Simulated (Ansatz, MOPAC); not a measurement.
System: C$_{2}$H$_{8}$GeN (charge 0, doublet). SMILES: [CH2][N](C)[GeH3]

Atoms: C1, N2, C3, Ge4, H5, H6, H7, H8, H9, H10, H11, H12. Bonds: C1-N2, C1-H5, C1-H6, N2-C3, N2-Ge4, C3-H7, C3-H8, C3-H9, Ge4-H10, Ge4-H11, Ge4-H12.

Bond lengths (Å) and angles (degrees) optimised at AM1 with MOPAC; PM6 with MOPAC; HF/3-21G with Ansatz (a program for electronic structure); PBE/6-31G* with LANL2DZ past Ar with Ansatz; B3LYP/LANL2DZ with Ansatz; MP2/6-31G* with LANL2DZ past Ar with Ansatz, each started from the B3LYP-D3(BJ)/def2-TZVP structure (Ansatz) of the last column. A row stands for all coordinates that are equal there; 11 of 29 kinds are shown. 6-31G* holds six Cartesian d functions. No wavenumbers were computed at PBE/6-31G* with LANL2DZ past Ar, B3LYP/LANL2DZ, MP2/6-31G* with LANL2DZ past Ar, so these may be saddle points.

```csv
coordinate,AM1,PM6,HF/3-21G,PBE/6-31G* with LANL2DZ past Ar,B3LYP/LANL2DZ,MP2/6-31G* with LANL2DZ past Ar,B3LYP-D3(BJ)/def2-TZVP
C1-N2,1.348,1.357,1.408,1.396,1.405,1.395,1.381
C1-H5,1.095,1.074,1.074,1.094,1.084,1.085,1.080
C1-H6,1.095,1.074,1.075,1.095,1.085,1.086,1.081
N2-C3,1.428,1.482,1.468,1.460,1.474,1.458,1.453
N2-Ge4,1.888,1.884,1.808,1.885,1.858,1.860,1.861
C3-H7,1.124,1.105,1.085,1.107,1.100,1.095,1.094
C3-H8,1.126,1.102,1.086,1.110,1.102,1.099,1.098
C3-H9,1.124,1.103,1.083,1.103,1.096,1.093,1.090
C1-N2-C3,119.6,116.4,115.4,116.6,116.9,115.6,116.9
C1-N2-Ge4,115.7,118.6,122.3,117.7,120.4,118.3,118.8
C3-N2-Ge4,114.5,115.8,121.9,117.9,121.5,118.7,119.0
```

Mean signed difference of all 11 bond lengths from B3LYP-D3(BJ)/def2-TZVP: AM1 0.010 Å, PM6 -0.001 Å, HF/3-21G -0.004 Å, PBE/6-31G* with LANL2DZ past Ar 0.017 Å, B3LYP/LANL2DZ 0.008 Å, MP2/6-31G* with LANL2DZ past Ar 0.005 Å.
